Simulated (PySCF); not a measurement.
CdCl, SMILES [Cd+][Cl], charge +1.

The structure is a stationary point at B3LYP-D3(BJ)/def2-TZVPD. The multiplicity is an assumed one; other spin states were not compared. The def2 effective core potentials stand for the cores of Cd; spin–orbit coupling is left out.

Method: CAM-B3LYP/def2-TZVPD (PySCF).

The molecule is in vacuum.

Task: Estimate the frontier levels, gap, dipole moment and polarisability. (An estimate is asked for; the answer gives what the named calculation found.)

Result: 
```json
{
  "highest_occupied_level": "-15.81 eV",
  "lowest_empty_level": "-10.03 eV",
  "orbital_gap": "5.78 eV",
  "dipole_moment_about_the_centre_of_nuclear_charge": "5.23 D",
  "mean_static_polarisability": "35.1 bohr³ (5.20 Å³)",
  "polarisability_principal_values": "26.1, 26.1, 52.9 bohr³"
}
```
